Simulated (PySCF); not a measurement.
O3Sn, SMILES [O]=[Sn]1[O][O]1. Geometry: B3LYP-D3(BJ)/def2-SVP. The def2 effective core potentials stand for the cores of Sn; spin–orbit coupling is left out.

Calculation: B3LYP-D3(BJ)/def2-SVP (PySCF).

Harmonic wavenumbers (cm⁻¹): 116, 133, 541, 553, 759, 827. Rotational constants (GHz): 24.18, 3.262, 2.874; symmetry number 2.

Question: Work out the zero-point energy and the ideal-gas rigid-rotor harmonic-oscillator thermochemistry at 298.15 K and 1 atm.

Answer: ZPE = ½ Σ hcν = ½ × 2930 cm⁻¹ = 4.19 kcal/mol. H − E(el) = 7.76 kcal/mol. Entropy in cal/(mol K): translation 41.24, rotation 23.39, vibration 7.59, total 72.22. G − E(el) = -13.77 kcal/mol. Cp = 15.42 cal/(mol K). Modes under 150 cm⁻¹ make the vibrational entropy uncertain.
